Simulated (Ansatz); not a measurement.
The cluster ZrAl6. The state is a triplet with charge 0. Geometry B3LYP-D4/def2-SVP, that of the charge +1 doublet; atoms count from 1.

```xyz
7

Zr    1.1930    1.0448    1.7575
Al   -0.5497    1.8445   -0.2507
Al   -0.5575    0.0834   -2.2120
Al   -1.3447   -1.7483   -0.5896
Al   -1.3460   -0.0206    1.4003
Al    1.7016    0.3309   -0.8769
Al    0.9033   -1.5348    0.7714
```

In the def2 sets Zr takes a core potential; there is no spin–orbit coupling. Another isomer (doublet) lies 0.10 eV lower at PBE0-D4/def2-TZVP.

**Question.** Estimate the Mulliken populations from the PBE0/def2-TZVP orbitals of Ansatz.

**Answer.** 
```json
{"atom": "Zr1", "charge (e)": "0.09", "spin (α − β)": "1.76", "d electrons": "2.72"}
{"atom": "Al2", "charge (e)": "-0.04", "spin (α − β)": "0.07", "d electrons": "–"}
{"atom": "Al3", "charge (e)": "0.04", "spin (α − β)": "-0.03", "d electrons": "–"}
{"atom": "Al4", "charge (e)": "0.04", "spin (α − β)": "-0.03", "d electrons": "–"}
{"atom": "Al5", "charge (e)": "-0.04", "spin (α − β)": "0.08", "d electrons": "–"}
{"atom": "Al6", "charge (e)": "-0.04", "spin (α − β)": "0.08", "d electrons": "–"}
{"atom": "Al7", "charge (e)": "-0.04", "spin (α − β)": "0.07", "d electrons": "–"}
```
Mulliken values and Mayer orders depend strongly on the basis.

**Question.** Where does the spin sit?

**Answer.** Summed by element: Zr 1.76, Al 0.24, of 2 unpaired in all. Largest on single atoms: Zr1 1.76, Al6 0.08, Al5 0.08.

**Question.** And the Mayer bond orders between bonded heavy atoms (over 0.3)?

**Answer.** Zr1–Al2 0.89 (2.78 Å); Zr1–Al5 0.89 (2.78 Å); Zr1–Al6 0.89 (2.78 Å); Zr1–Al7 0.89 (2.78 Å); Al2–Al3 0.62 (2.64 Å); Al2–Al5 0.57 (2.62 Å); Al2–Al6 0.38 (2.78 Å); Al3–Al4 0.71 (2.57 Å); Al3–Al6 0.62 (2.64 Å); Al4–Al5 0.62 (2.64 Å); Al4–Al7 0.62 (2.64 Å); Al5–Al7 0.38 (2.78 Å); Al6–Al7 0.57 (2.61 Å). Values over 0.3 also appear between atoms too far apart for a bond (Zr1–Al3 0.30 at 4.44 Å; Zr1–Al4 0.30 at 4.44 Å); they arise where an orbital or an unpaired electron spreads over both atoms.
